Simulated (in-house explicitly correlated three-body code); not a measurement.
Computed with an exponentially correlated three-body code. Model: two electrons around a point charge, non-relativistic, variational in 260 exponentially correlated functions (energies converged to about 1e-7 hartree, or 1e-8 relative for large Z).

Command:
```bash
python run_hyl.py task.json out
```
Settings (lengths in bohr, energies in hartree):
```
Z                      5
nuclear_mass           10
interaction_strength   1
functions              260
states_tried           13
```

Cost of the run: 21 s on 1 thread of Intel(R) Xeon(R) 6975P-C (Granite Rapids), on a shared host.

**Those bound S and P states to n = 4 that converged, binding against the one-electron ion.**

Given: nuclear charge 5; mass of the centre 10 electron masses.

Computed: one-electron threshold -11.3636364 hartree.

```json
{"term": "1 1S", "energy (hartree)": "-20.0132386", "binding (eV)": "235.37"}
{"term": "2 3S", "energy (hartree)": "-13.3959181", "binding (eV)": "55.301"}
{"term": "2 3P", "energy (hartree)": "-13.3742085", "binding (eV)": "54.71"}
{"term": "2 1S", "energy (hartree)": "-13.2650219", "binding (eV)": "51.739"}
{"term": "2 1P", "energy (hartree)": "?", "binding (eV)": "?"}
{"term": "3 3S", "energy (hartree)": "-12.2331926", "binding (eV)": "23.662"}
{"term": "3 3P", "energy (hartree)": "?", "binding (eV)": "?"}
{"term": "3 1S", "energy (hartree)": "-12.1982674", "binding (eV)": "22.711"}
{"term": "3 1P", "energy (hartree)": "-12.1468029", "binding (eV)": "21.311"}
{"term": "4 3S", "energy (hartree)": "-11.844439", "binding (eV)": "13.083"}
{"term": "4 1S", "energy (hartree)": "-11.8302827", "binding (eV)": "12.698"}
```

What belongs in the row 2 1P?

energy (hartree): -13.0844071; binding (eV): 46.825.

What belongs in the row 3 3P?

energy (hartree): -12.2225461; binding (eV): 23.372.

**Converged states only, values per electron or pair.**

```
term  mean r (bohr)  mean r squared (bohr²)  mean inverse r (1/bohr)  mean r12 (bohr)  mean inverse r12 (1/bohr)  mean cosine  mean p1 dot p2 (bohr⁻²)  delta r1 (bohr⁻³)  delta r12 (bohr⁻³)
1 1S        0.35694                 0.17172                   4.2629          0.52082                     2.6025    0.0084443                 -0.15825             26.144              2.5834
2 3S              ?                       ?                        ?                ?                          ?            ?                        ?                  ?                   -
2 3P        0.78024                 0.98741                   2.7691           1.3002                    0.94298    -0.057492                  -1.4879             14.676                   -
2 1S        0.95518                  1.5292                   2.7391           1.6159                    0.86079   -0.0021482                 -0.27669               16.1             0.40776
2 1P        0.90032                  1.3612                   2.7025           1.4952                    0.85599     0.041001                   0.5944             15.081            0.061598
3 3S         1.8937                  6.8572                   2.4834           3.4761                    0.36797    0.0049647                -0.071527             15.308                   -
3 3P         1.7814                  6.0868                   2.4854           3.2563                    0.40857   -0.0090989                 -0.38097             14.905                   -
3 1S         1.9626                  7.4147                   2.4789           3.6114                    0.39218    0.0019763                 -0.12334             15.281             0.11948
3 1P         1.9408                  7.3368                   2.4688           3.5647                    0.39438     0.014644                  0.13021             14.971            0.022578
4 3S              ?                       ?                        ?                ?                          ?            ?                        ?                  ?                   -
4 1S         3.3796                  23.327                   2.3883           6.4383                    0.22292    0.0019751                -0.070605             15.086            0.049973
```

What belongs in the row 2 3S?

mean r (bohr): 0.90926; mean r squared (bohr²): 1.3622; mean inverse r (1/bohr): 2.756; mean r12 (bohr): 1.534; mean inverse r12 (1/bohr): 0.76818; mean cosine: 0.0092636; mean p1 dot p2 (bohr⁻²): -0.061535; delta r1 (bohr⁻³): 16.229.

What belongs in the row 4 3S?

mean r (bohr): 3.2874; mean r squared (bohr²): 22.004; mean inverse r (1/bohr): 2.3902; mean r12 (bohr): 6.255; mean inverse r12 (1/bohr): 0.21325; mean cosine: 0.003195; mean p1 dot p2 (bohr⁻²): -0.050404; delta r1 (bohr⁻³): 15.096.
